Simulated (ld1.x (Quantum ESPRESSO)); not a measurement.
## Ranking TM semilocal potentials for germanium (Ge)

All share these settings but for the change named:

| Property | Result |
| --- | --- |
| Element | Ge |
| Generator | ld1.x (Quantum ESPRESSO) 7.5 |
| Type | norm-conserving Troullier–Martins (semilocal form) |
| Functional | PW91 |
| Relativity | scalar-relativistic |
| Frozen core | [Ar] 3d10 |
| Valence charge | 4 |
| Reference configuration | 4s2 4p2 |
| Partial waves | 4s (bound): rc 1.75 bohr; 4p (bound): rc 1.55 bohr |
| Local potential | the p channel |
| Core correction | none |

Cutoff: the first of the cutoffs (Ry, on a coarse ladder) from which the occupation-weighted sum of valence levels, in a spherical-Bessel basis at the reference potential, stays within 10 and 1 mRy of its value at 400 Ry; the density cutoff is not measured.

The base gives 35 Ry.

Of 10 variants that were run, those that failed, showed a ghost or another fault, or gave nearly equal values are left out.

A variant can come out equal or close to the base.

(1) Rank these variants from softest to hardest (loose cutoff).
A. wave 4s (bound): rc 1.75 bohr becomes 4s (bound): rc 2.30 bohr
B. wave 4s (bound): rc 1.75 bohr becomes 4s (bound): rc 1.30 bohr
C. wave 4s (bound): rc 1.75 bohr becomes 4s (bound): rc 1.78 bohr
D. wave 4s (bound): rc 1.75 bohr becomes 4s (bound): rc 1.10 bohr

Answers

(1) A (30 Ry), C (35 Ry), B (50 Ry), D (180 Ry).
